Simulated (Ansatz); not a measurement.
Consider the cleavage of the B–Al bond: `[BH2][Al]([CH3])[CH3]` + `[SiH3]N[SiH3]` → `BN([SiH3])[SiH3]` + `[CH3][AlH][CH3]`.

Calculated with Ansatz (gas phase, PBE0-D4/def2-TZVP geometries, no zero-point term in ΔE). CBS: MP2 limit from def2 TZ/QZ plus the TZ coupled-cluster correction, frozen cores. This one scheme is used for every species. Functionals use def2-TZVPP. B3LYP here is the variant with VWN-RPA as its local correlation; programs differ in this.

(1) Is it downhill or uphill in electronic energy at CCSD(T)/CBS, and by how much? (An estimate is asked.)

(2) What do these levels give: LDA (SPW92), B97M-V, PBE-QIDH, revPBE, BLYP, r2SCAN, B3LYP, CAM-B3LYP, RPA@PBE/def2-TZVPP, CCSD(T)/def2-SVP, MP2/def2-TZVPP, HF/def2-QZVPP? (An estimate is asked.)

Largest T1 diagnostic among the species: 0.013.

## Answers

(1) Ansatz gave: Downhill: ΔE = -37.9 kcal/mol.

(2) Ansatz gave: LDA (SPW92) -40.1, B97M-V -39.9, PBE-QIDH -38.2, revPBE -34.6, BLYP -36.8, r2SCAN -37.9, B3LYP -37.2, CAM-B3LYP -38.4, RPA@PBE/def2-TZVPP -38.1, CCSD(T)/def2-SVP -41.9, MP2/def2-TZVPP -40.3, HF/def2-QZVPP -36.8 kcal/mol.

Leaving LDA and LC-ωPBE aside and taking each functional with its dispersion term where it has one, the values, not all of them listed here, spread over 2.9 kcal/mol, from B97M-V to PBE-D4. LDA lies −3.8 kcal/mol from PBE without D4. At CCSD(T), def2-SVP lies −3.9 kcal/mol from the extrapolated value and def2-TZVPP −0.3 kcal/mol.
